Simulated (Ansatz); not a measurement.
A run of Ansatz (development build ahead of 0.2.0) on singlet Li₂F₂ at this shape:

```yaml
atoms:
  - { symbol: Li, position_ang: [1.0937, 0.0329, 0.0149] }
  - { symbol: Li, position_ang: [-1.0713, 0.0622, -0.0253] }
  - { symbol: F, position_ang: [0.0298, 1.3614, 0.0337] }
  - { symbol: F, position_ang: [-0.0313, -1.3362, -0.0308] }
```

Its results:

| Property | Result |
| --- | --- |
| Converged | yes |
| Reference energy | -214.00017 hartree |
| Correlation energy | -0.41527 hartree |
| Total energy | -214.41545 hartree |
| Spin squared of the determinant | 0.000 |

Question: Which input gives this output? Name the method, the orbitals and the basis set, and write the input.

Answer: RHF-MP2 in cc-pVDZ. An unrestricted run that stays on the closed shell gives the same numbers.

```yaml
crystal:
  periodic: [false, false, false]
  atoms:
    - { symbol: Li, position_ang: [1.09368, 0.03289, 0.01491] }
    - { symbol: Li, position_ang: [-1.07127, 0.06225, -0.02529] }
    - { symbol: F, position_ang: [0.02983, 1.36136, 0.03373] }
    - { symbol: F, position_ang: [-0.03128, -1.33617, -0.03084] }
basis:
  gaussian: { orbitals: cc-pVDZ }
hamiltonian:
  xc: hf
correlation:
  method: mp2
  frozen_orbitals: { F: 1, Li: 0 }
```
